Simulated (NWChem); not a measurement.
All runs are NWChem calculations. System: triflic acid (CHF₃O₃S), charge 0, spin multiplicity 1, at a geometry optimised with PBE0/def2-SVP. Level: MP2/def2-SVP, 12 core orbitals frozen.

The NWChem input:

```
start mol
memory heap 200 mb stack 900 mb global 1100 mb
geometry units angstroms nocenter noautoz noautosym
  O      1.465376    -0.469024    -1.064064
  S      0.793462     0.301561     0.179229
  O      1.238665    -0.315452     1.407535
  O      0.867933     1.708922    -0.097432
  C     -0.967735    -0.223975    -0.079300
  F     -1.700172     0.252518     0.905786
  F     -1.412189     0.233974    -1.229559
  F     -1.025070    -1.546280    -0.076366
  H      1.772107    -1.338595    -0.758917
end
basis spherical
  * library def2-svp
end
scf
  rhf
  nopen 0
  maxiter 100
  thresh 1e-7
  semidirect memsize 60000000 filesize 0
end
mp2
  freeze core 12
end
task mp2 energy
```

Output (cleaned and shortened):

```
             Northwest Computational Chemistry Package (NWChem) 7.3.0
             --------------------------------------------------------

                                NWChem Input Module
                                -------------------

 Scaling coordinates for geometry "geometry" by  1.889725989
 (inverse scale =  0.529177249)

                             Geometry "geometry" -> ""
                             -------------------------

 Output coordinates in angstroms (scale by  1.889725989 to convert to a.u.)

  No.       Tag          Charge          X              Y              Z
 ---- ---------------- ---------- -------------- -------------- --------------
    1 O                    8.0000     1.46537600    -0.46902400    -1.06406400
    2 S                   16.0000     0.79346200     0.30156100     0.17922900
    3 O                    8.0000     1.23866500    -0.31545200     1.40753500
    4 O                    8.0000     0.86793300     1.70892200    -0.09743200
    5 C                    6.0000    -0.96773500    -0.22397500    -0.07930000
    6 F                    9.0000    -1.70017200     0.25251800     0.90578600
    7 F                    9.0000    -1.41218900     0.23397400    -1.22955900
    8 F                    9.0000    -1.02507000    -1.54628000    -0.07636600
    9 H                    1.0000     1.77210700    -1.33859500    -0.75891700

 Effective nuclear repulsion energy (a.u.)     568.5665938532

            Nuclear Dipole moment (a.u.)
            ----------------------------
        X                 Y               Z
 ---------------- ---------------- ----------------
     0.0000037795     0.0000132281     0.0000151178


 Summary of "ao basis" -> "" (spherical)
 ------------------------------------------------------------------------------
       Tag                 Description            Shells   Functions and Types
 ---------------- ------------------------------  ------  ---------------------
 *                          def2-svp                  on all atoms

 Summary of "ao basis" -> "ao basis" (spherical)
 ------------------------------------------------------------------------------
[...]
     1   1 0 0     -0.011608      0.000000      0.000004
     1   0 1 0     -1.103053      0.000000      0.000013
     1   0 0 1     -0.434918      0.000000      0.000015

     2   2 0 0    -36.117410      0.000000    384.720845
     2   1 1 0     -3.344254      0.000000     47.945449
     2   1 0 1     -1.665133      0.000000     16.641305
     2   0 2 0    -38.461012      0.000000    185.882940
     2   0 1 1      2.037326      0.000000      5.813055
     2   0 0 2    -40.846157      0.000000    168.388369

                   NWChem MP2 Semi-direct Energy/Gradient Module
                   ---------------------------------------------

  Basis functions       =    121
  Molecular orbitals    =    121
  Frozen core           =     12
  Frozen virtuals       =      0
  Active alpha occupied =     25
  Active beta occupied  =     25
  Active alpha virtual  =     84
  Active beta virtual   =     84
  Use MO symmetry       = F
  Use skeleton AO sym   = F

  AO/Fock/Back tols     =   1.0D-09  1.0D-09  1.0D-09

 GA uses MA = F    GA memory limited = T

 Available:
  local mem=  1.26D+08
 global mem=  1.44D+08
 local disk=  0.00D+00
  mp2_memr nvloc                    84
  nvloc new                    84
   1 passes of  25:        3145728                      83417                  49112602.
   1 passes of  25: M    126152351           G      144149918           F     123006623.

 Semi-direct pass number   1 of   1  for RHF alpha+beta  at        8.5s
  vrange nnbf                  6875
  mp2_eaftype                   187  avail_ma_in_mb                  1099
 EAF : mp2_eaftype filesize         187   24556301.
  mp2_eaf for mointskh                    187
Node 0 wrote    115.5 Mb in      0.2 s     Agg I/O rate:   650.3 Mb/s
 Done moints_semi at       15.1s
  mp2_eaftype                   187  avail_ma_in_mb                   912
 EAF : mp2_eaftype filesize         187   24556301.
  mp2_eaf for kh                   187
 Done maket at       15.9s
 Done multipass loop at       15.9s

          -------------------------------------------
          SCF energy                -958.189624849378
          Correlation energy          -1.380690300132
          Singlet pairs               -0.801394522266
          Triplet pairs               -0.579295777866
          Total MP2 energy          -959.570315149510
          -------------------------------------------

          ---------------------------------------------------
                    Spin Component Scaled (SCS) MP2
          Same spin pairs                     -0.386197185244
          Same spin scaling factor             0.333333333333
          Opposite spin pairs                 -0.994493114888
          Opposite spin scaling fact.          1.200000000000
          SCS-MP2 correlation energy          -1.322124132947
          Total SCS-MP2 energy              -959.511748982324
          ---------------------------------------------------

 -----------------------
 Performance information
 -----------------------

 Timer overhead =  1.36D-07 seconds/call

               Nr. of calls         CPU time (s)                 Wall time (s)                GFlops
             ---------------    -------------------     ------------------------------   -------------------
Name         Min   Avg   Max    Min     Avg     Max     Min     Avg     Max   Mx/calls   Min     Max     Sum
mp2: moin     1     1     1    6.6     6.6     6.6      6.6     6.6     6.6     6.6      0.0     0.0     0.0
mp2: make     1     1     1   0.82    0.82    0.82     0.82    0.82    0.82    0.82      0.0     0.0     0.0
mp2: tota     1     1     1    7.5     7.5     7.5      7.5     7.5     7.5     7.5      0.0     0.0     0.0

 The average no. of pstat calls per process was 3.00D+00
 with a timing overhead of 4.07D-07s

 Task  times  cpu:       15.9s     wall:       15.9s

 Total times  cpu:       15.9s     wall:       15.9s
```
